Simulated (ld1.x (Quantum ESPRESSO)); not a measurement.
# LDA (PZ) PAW dataset for neon (Ne), scalar-relativistic all-electron reference.

The input file (ld1.x (Quantum ESPRESSO) 7.5):

```
&input
   title='Ne', zed=10., rel=1, dft='PZ', iswitch=3,
   config='[He] 2s2 2p5 3d-2',
   nld=3, rlderiv=1.35, eminld=-6.0, emaxld=5.0, deld=0.02
 /
 &inputp
   pseudotype=3, lpaw=.true., tm=.true., lloc=-2, rcloc=0.90,
   nlcc=.true., rcore=0.60,
   which_augfun='GAUSS', rmatch_augfun=0.45,
   file_pseudopw='Ne.UPF', file_wfcaegen='ae.wfc', file_wfcncgen='nc.wfc', file_beta='beta', file_chi='chi', file_wfcusgen='us.wfc'
 /
6
2S  1  0   2.00   0.00  0.50  0.60  0.0
2S  1  0   0.00  -3.70  0.50  0.60  0.0
2P  2  1   5.00   0.00  1.00  1.25  0.0
2P  2  1   0.00   0.50  1.00  1.25  0.0
3D  3  2  -2.00   0.45  1.00  1.15  0.0
3D  3  2  -2.00   2.40  1.00  1.15  0.0
 &test
   configts(1)='2s2 2p5'
 /
```

Command:

```bash
ld1.x < Ne.in > Ne.out
```

Output (shortened: banner, matrices, multipoles, cross overlaps and the repeated all-electron block are left out):

```
Program LD1 v.7.5
     --------------------------- All-electron run ----------------------------

     Ne
     scalar relativistic calculation

     atomic number is 10.00
     dft =PZ   lsd =0 sic =0 latt =0  beta=0.20 tr2=1.0E-14
     Exchange-correlation= PZ
                           (   1   1   0   0   0   0   0)
     mesh =1113 r(mesh) =  99.22747 a.u. xmin = -7.00 dx = 0.01250
     1 Ry =  13.60569312 eV, c = 137.03599908

     n l     nl                  e(Ry)          e(Ha)          e(eV)
     1 0     1S 1( 2.00)       -62.3547       -31.1773      -848.3783
     2 0     2S 1( 2.00)        -4.0637        -2.0319       -55.2895
     2 1     2P 1( 5.00)        -2.3837        -1.1918       -32.4317

     final scf error:  8.4E-15 reached in  25 iterations

     Etot =    -255.079321 Ry,    -127.539660 Ha,   -3470.530963 eV

     Ekin =     254.702841 Ry,     127.351421 Ha,    3465.408694 eV
     Encl =    -604.946666 Ry,    -302.473333 Ha,   -8230.718699 eV
     Eh   =     117.448644 Ry,      58.724322 Ha,    1597.970207 eV
     Exc  =     -22.284140 Ry,     -11.142070 Ha,    -303.191165 eV

     normalization and overlap integrals

     s(1S/1S) =  1.000000  <r> =   0.1587  <r2> =    0.0340  r(max) =   0.1025
     s(2S/2S) =  1.000000  <r> =   0.8687  <r2> =    0.9122  r(max) =   0.6770
     s(2P/2P) =  1.000000  <r> =   0.8834  <r2> =    1.0107  r(max) =   0.5974

     ------------------------ End of All-electron run ------------------------

     --------------------- Generating PAW atomic setup --------------------

      Generating local potential from pseudized AE potential:
      Matching radius rcloc =   0.9000
      Enforcing V''(0)=0 (lloc=-2)

      Local pseudo, rcloc= 0.903 Estimated cut-off energy=    37.83 Ry

      Computing core charge for nlcc:

       r > 0.60 : true rho core
       r < 0.60 : rho core = a sin(br)/r    a=   0.19  b=   4.69

      Integrated core pseudo-charge :   0.03
      Wfc-us  2S rcutus= 0.605  Estimated cut-off energy=   118.30 Ry
      Wfc-us  2S rcutus= 0.605  Estimated cut-off energy=   118.83 Ry
      Wfc-us  2P rcutus= 1.249  Estimated cut-off energy=    51.25 Ry
      Wfc-us  2P rcutus= 1.249  Estimated cut-off energy=    92.57 Ry
      Wfc-us  3D rcutus= 1.159  Estimated cut-off energy=    76.87 Ry
      Wfc-us  3D rcutus= 1.159  Estimated cut-off energy=    78.95 Ry

     Required augmentation: GAUSS   radius:    0.450000
     Message from routine us2paw:
     GAUSS augmentation functions are ususally harder than BESSEL; use BESSEL instead unless you have discontinuity in local potential

     Estimated PAW energy =  -79.041302 Ryd

     ------------------- End of pseudopotential generation -------------------

     Computing logarithmic derivative in   1.35484
     Computing logarithmic derivative in   1.35484
     Computing the partial wave expansion
     R is outside the sphere for l=    0 j= 0.00
     R is outside the sphere for l=    0 j= 0.00
     R is outside the sphere for l=    1 j= 0.00
     R is outside the sphere for l=    1 j= 0.00
     R is outside the sphere for l=    2 j= 0.00
     R is outside the sphere for l=    2 j= 0.00

     ---------------------- Testing the pseudopotential ----------------------

     Ne
     scalar relativistic calculation

     atomic number is 10.00   valence charge is  8.00
     dft = SLA  PZ   NOGX NOGC   lsd =0 sic =0 latt =0  beta=0.20 tr2=1.0E-14
     mesh =1113 r(mesh) =  99.22747 xmin = -7.00 dx = 0.01250

     n l     nl             e AE (Ry)        e PS (Ry)    De AE-PS (Ry)
     1 0     2S   1( 2.00)       -4.06371       -4.06375        0.00004
     2 1     2P   1( 5.00)       -2.38368       -2.38369        0.00001

     eps = 1.7E-16  iter =  4

     Etot =    -255.079321 Ry,    -127.539660 Ha,   -3470.530963 eV
     Etotps =   -79.041400 Ry,     -39.520700 Ha,   -1075.413026 eV

     Ekin =      71.092106 Ry,      35.546053 Ha,     967.257379 eV
     Encl =    -179.225611 Ry,     -89.612805 Ha,   -2438.488662 eV
     Ehrt =      51.376233 Ry,      25.688116 Ha,     699.009255 eV
     Ecxc =     -22.284127 Ry,     -11.142064 Ha,    -303.190998 eV
     (Ecc =      -0.015261 Ry,      -0.007631 Ha,      -0.207637 eV)

     ---------------------- End of pseudopotential test ----------------------
```

Generation and configuration tests took about 2.8 s on one core of a shared server CPU.

Transferability test of the new file with ld1.x, input:

```
&input
   title='Ne', zed=10., rel=1, dft='PZ', iswitch=2,
   config='[He] 2s2 2p5 3d-2'
 /
 &test
   file_pseudo='Ne.UPF', nconf=9,
   configts(1)='2s2 2p5',
   configts(2)='2s2 2p6',
   configts(3)='2s2 2p4',
   configts(4)='2s2 2p3',
   configts(5)='2s2 2p5.5',
   configts(6)='2s2 2p2',
   configts(7)='2s1 2p6',
   configts(8)='2s2 2p5', lsdts(8)=1,
   configts(9)='2s2 2p4', lsdts(9)=1
 /
```

```bash
ld1.x < Ne.test.in > Ne.test.out
```

Pseudopotential blocks of its output, shortened (energy terms left out):

```
     ---------------------- Testing the pseudopotential ----------------------

     n l     nl             e AE (Ry)        e PS (Ry)    De AE-PS (Ry)
     1 0     2S   1( 2.00)       -4.06371       -4.06375        0.00004
     2 1     2P   1( 5.00)       -2.38368       -2.38369        0.00001

     eps = 1.7E-16  iter =  4

     Etot =    -255.079321 Ry,    -127.539660 Ha,   -3470.530963 eV
     Etotps =   -79.041400 Ry,     -39.520700 Ha,   -1075.413026 eV

     ---------------------- End of pseudopotential test ----------------------

          ---------------------- Testing the pseudopotential ----------------------

     n l     nl             e AE (Ry)        e PS (Ry)    De AE-PS (Ry)
     1 0     2S   1( 2.00)       -2.65417       -2.65412       -0.00006
     2 1     2P   1( 6.00)       -0.99458       -0.99478        0.00020

     eps = 6.5E-16  iter = 11

     Etot =    -256.744275 Ry,    -128.372137 Ha,   -3493.183812 eV
     Etotps =   -80.706646 Ry,     -40.353323 Ha,   -1098.069863 eV
     dEtot_ae =      -1.664954 Ry
     dEtot_ps =      -1.665247 Ry,   Delta E=       0.000293 Ry

     ---------------------- End of pseudopotential test ----------------------

          ---------------------- Testing the pseudopotential ----------------------

     n l     nl             e AE (Ry)        e PS (Ry)    De AE-PS (Ry)
     1 0     2S   1( 2.00)       -5.71044       -5.71057        0.00013
     2 1     2P   1( 4.00)       -4.03774       -4.03719       -0.00055

     eps = 2.9E-17  iter =  9

     Etot =    -251.889319 Ry,    -125.944660 Ha,   -3427.128781 eV
     Etotps =   -75.851431 Ry,     -37.925715 Ha,   -1032.011290 eV
     dEtot_ae =       3.190001 Ry
     dEtot_ps =       3.189969 Ry,   Delta E=       0.000033 Ry

     ---------------------- End of pseudopotential test ----------------------

          ---------------------- Testing the pseudopotential ----------------------

     n l     nl             e AE (Ry)        e PS (Ry)    De AE-PS (Ry)
     1 0     2S   1( 2.00)       -7.55834       -7.55878        0.00045
     2 1     2P   1( 3.00)       -5.92580       -5.92466       -0.00114

     eps = 2.2E-16  iter =  9

     Etot =    -246.926409 Ry,    -123.463205 Ha,   -3359.604946 eV
     Etotps =   -70.889122 Ry,     -35.444561 Ha,    -964.495633 eV
     dEtot_ae =       8.152912 Ry
     dEtot_ps =       8.152278 Ry,   Delta E=       0.000634 Ry

     ---------------------- End of pseudopotential test ----------------------

          ---------------------- Testing the pseudopotential ----------------------

     n l     nl             e AE (Ry)        e PS (Ry)    De AE-PS (Ry)
     1 0     2S   1( 2.00)       -3.32593       -3.32593        0.00000
     2 1     2P   1( 5.50)       -1.65312       -1.65328        0.00016

     eps = 1.9E-15  iter =  9

     Etot =    -256.085591 Ry,    -128.042795 Ha,   -3484.221959 eV
     Etotps =   -80.047800 Ry,     -40.023900 Ha,   -1089.105807 eV
     dEtot_ae =      -1.006270 Ry
     dEtot_ps =      -1.006401 Ry,   Delta E=       0.000131 Ry

     ---------------------- End of pseudopotential test ----------------------

          ---------------------- Testing the pseudopotential ----------------------

     n l     nl             e AE (Ry)        e PS (Ry)    De AE-PS (Ry)
     1 0     2S   1( 2.00)       -9.58485       -9.58617        0.00132
     2 1     2P   1( 2.00)       -8.02793       -8.02688       -0.00105

     eps = 4.7E-17  iter =  9

     Etot =    -239.966930 Ry,    -119.983465 Ha,   -3264.916412 eV
     Etotps =   -63.930508 Ry,     -31.965254 Ha,    -869.818875 eV
     dEtot_ae =      15.112391 Ry
     dEtot_ps =      15.110891 Ry,   Delta E=       0.001499 Ry

     ---------------------- End of pseudopotential test ----------------------

          ---------------------- Testing the pseudopotential ----------------------

     n l     nl             e AE (Ry)        e PS (Ry)    De AE-PS (Ry)
     1 0     2S   1( 1.00)       -4.07957       -4.07958        0.00001
     2 1     2P   1( 6.00)       -2.39226       -2.39274        0.00048

     eps = 1.6E-17  iter = 10

     Etot =    -253.395635 Ry,    -126.697817 Ha,   -3447.623247 eV
     Etotps =   -77.357953 Ry,     -38.678977 Ha,   -1052.508574 eV
     dEtot_ae =       1.683686 Ry
     dEtot_ps =       1.683446 Ry,   Delta E=       0.000240 Ry

     ---------------------- End of pseudopotential test ----------------------

          ---------------------- Testing the pseudopotential ----------------------

     n l     nl             e AE (Ry)        e PS (Ry)    De AE-PS (Ry)
     1 0     2S   1( 1.00)       -4.12580       -4.12584        0.00003
     2 1     2P   1( 3.00)       -2.44761       -2.44759       -0.00002
     1 0     2S   2( 1.00)       -3.99023       -3.99032        0.00009
     2 1     2P   2( 2.00)       -2.30832       -2.30834        0.00002

     eps = 1.6E-17  iter = 11

     Etot =    -255.114105 Ry,    -127.557052 Ha,   -3471.004218 eV
     Etotps =   -79.076175 Ry,     -39.538087 Ha,   -1075.886164 eV
     dEtot_ae =      -0.034784 Ry
     dEtot_ps =      -0.034775 Ry,   Delta E=      -0.000009 Ry

     ---------------------- End of pseudopotential test ----------------------

          ---------------------- Testing the pseudopotential ----------------------

     n l     nl             e AE (Ry)        e PS (Ry)    De AE-PS (Ry)
     1 0     2S   1( 1.00)       -5.83991       -5.84005        0.00014
     2 1     2P   1( 3.00)       -4.17547       -4.17482       -0.00065
     1 0     2S   2( 1.00)       -5.52564       -5.52590        0.00026
     2 1     2P   2( 1.00)       -3.84192       -3.84112       -0.00080

     eps = 1.0E-15  iter = 12

     Etot =    -252.054866 Ry,    -126.027433 Ha,   -3429.381155 eV
     Etotps =   -76.017048 Ry,     -38.008524 Ha,   -1034.264630 eV
     dEtot_ae =       3.024455 Ry
     dEtot_ps =       3.024351 Ry,   Delta E=       0.000104 Ry

     ---------------------- End of pseudopotential test ----------------------
```
